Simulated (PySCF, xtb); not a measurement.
C2H9ClOSi2, SMILES O([SiH2][SiH2]Cl)CC.

GFN2-xTB run with xtb 6.7.1 at its own geometry gives an orbital gap of 4.47 eV and a dipole moment of 3.69 D.

The structure is a stationary point at B3LYP-D3(BJ)/def2-SVP. This is a generated structure with no PubChem entry under its InChIKey; it may be hypothetical. Other conformers were not sampled.

Problem. What does PBE/def2-TZVP run with PySCF give? (Estimate from the structure and the level; the computed values follow.)

Solution. gap 5.03 eV (levels -6.71 and -1.68 eV), dipole 2.24 D.
